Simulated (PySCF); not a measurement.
SbF₅, SMILES [F][Sb]([F])([F])([F])[F]. Atoms are numbered in the order given.

```xyz
6

Sb     0.0000     0.0000     0.0000
F      0.0000     0.0000     1.8937
F      0.0000     0.0000    -1.8937
F      1.8840     0.0000     0.0000
F     -0.9420     1.6316     0.0000
F     -0.9420    -1.6316     0.0000
```
Charge 0, spin multiplicity 1.

Geometry: PBE0-D3(BJ)/def2-SVP. The isomer is the one that the SMILES or the coordinates give; other isomers of the formula were not compared. The def2 effective core potentials stand for the cores of Sb; spin–orbit coupling is left out.

The numbers are results of HF/def2-TZVP run with PySCF, not measurements.

Symmetry labels are those of the subgroup C2v that the program uses (full group D3h).

Computed valence orbital energies around the gap with their symmetry:
| orbital | symmetry | energy (eV) |
|---|---|---|
| HOMO−7 | A1 | -19.04 |
| HOMO−6 | B1 | -19.04 |
| HOMO−5 | B2 | -18.60 |
| HOMO−4 | A1 | -18.43 |
| HOMO−3 | B1 | -18.43 |
| HOMO−2 | A2 | -18.17 |
| HOMO−1 | B2 | -18.17 |
| HOMO | A1 | -17.73 |
| LUMO | A1 | -0.36 |
| LUMO+1 | A1 | 2.93 |
| LUMO+2 | B1 | 2.93 |
| LUMO+3 | B2 | 4.15 |
